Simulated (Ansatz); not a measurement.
Consider the ligand exchange at a Ga–Cl bond: `[Cl][Ga-]1([Cl])[O]C=CC=[O+]1` + H–F → `[F][Ga-]1([Cl])[O]C=CC=[O+]1` + HCl.

Isolated molecules relaxed with PBE0-D4/def2-TZVP in Ansatz; ΔE leaves out vibrations. CCSD(T)/CBS adds triple-zeta CCSD(T) − MP2 to the extrapolated MP2 energy (def2 sets, frozen cores). This one scheme is used for every species. DFT in def2-TZVPP. B3LYP here is the variant with VWN-RPA as its local correlation; programs differ in this. HSE06 is defined as in plane-wave codes. For Ga outer-core shells are correlated without core-valence functions, which leaves a few kJ/mol of doubt a bond. Scalar relativity is left out up to krypton.

`[Cl][Ga-]1([Cl])[O]C=CC=[O+]1`:

Cartesian coordinates in Å:
```
Cl 3.006 -1.337 -0.682
Ga 1.402 0.021 -1.045
Cl 1.482 1.407 -2.664
O 0.996 0.960 0.566
C -0.093 0.814 1.197
C -1.153 -0.017 0.859
C -1.158 -0.834 -0.265
O -0.238 -0.950 -1.129
H -0.184 1.420 2.104
H -2.020 -0.030 1.504
H -2.041 -1.454 -0.446
```

H–F:

```xyz
2

F     0.342   -0.298    0.073
H    -0.342    0.298   -0.073
```

`[F][Ga-]1([Cl])[O]C=CC=[O+]1`:

Cartesian coordinates in Å:
```
F 2.002 0.957 -1.995
Ga 0.500 1.233 -1.146
Cl -0.628 2.994 -1.522
O -0.567 -0.330 -1.350
C -0.806 -1.130 -0.396
C -0.374 -1.018 0.919
C 0.412 0.030 1.382
O 0.846 1.015 0.712
H -1.423 -1.993 -0.663
H -0.664 -1.787 1.620
H 0.701 0.029 2.438
```

HCl:

```xyz
2

Cl   -0.127    0.580   -0.236
H     0.127   -0.580    0.236
```

Q: Is it downhill or uphill in electronic energy at CCSD(T)/CBS, and by how much? (An estimate is asked.)

A: Ansatz gave: Uphill: ΔE = +33.0 kJ/mol.

Q: What do these levels give: r2SCAN-D4, B97M-V, B3LYP-D4, PBE, r2SCAN, r2SCAN0, HSE06, BHLYP, CCSD/def2-SVP, CCSD(T)/def2-SVP, HF/def2-TZVPP, CCSD(T)/def2-TZVPP? (Best estimate.)

A: Ansatz gave: r2SCAN-D4 26.4, B97M-V 24.4, B3LYP-D4 28.0, PBE 25.3, r2SCAN 25.2, r2SCAN0 30.0, HSE06 30.9, BHLYP 24.0, CCSD/def2-SVP 15.2, CCSD(T)/def2-SVP 15.7, HF/def2-TZVPP 24.8, CCSD(T)/def2-TZVPP 28.0 kJ/mol.

Q: What do rigid-rotor, harmonic-oscillator terms from PBE0-D4/def2-TZVP frequencies (298.15 K, 1 bar) make of the CCSD(T)/CBS value? (Best estimate.)

A: The calculation gave: ΔZPE = -4.7 kJ/mol, ΔH = +27.4 kJ/mol, ΔS = 7 J/(mol·K), ΔG = +25.2 kJ/mol. Modes under 50 cm⁻¹ make the entropy rough.

Largest T1 diagnostic among the species: 0.017.

The D4 term adds +7.4 kJ/mol with B3LYP and +4.2 kJ/mol with PBE0; it sums over pairs of atoms, weighted by their polarisabilities, and B3LYP, whose exchange is more repulsive, gets the larger term. At CCSD(T), def2-SVP lies −17.3 kJ/mol from the extrapolated value and def2-TZVPP −5.0 kJ/mol. From BLYP to BHLYP (50 % exact exchange), in def2-TZVPP and without D4, ΔE moves by +8.4 kJ/mol.
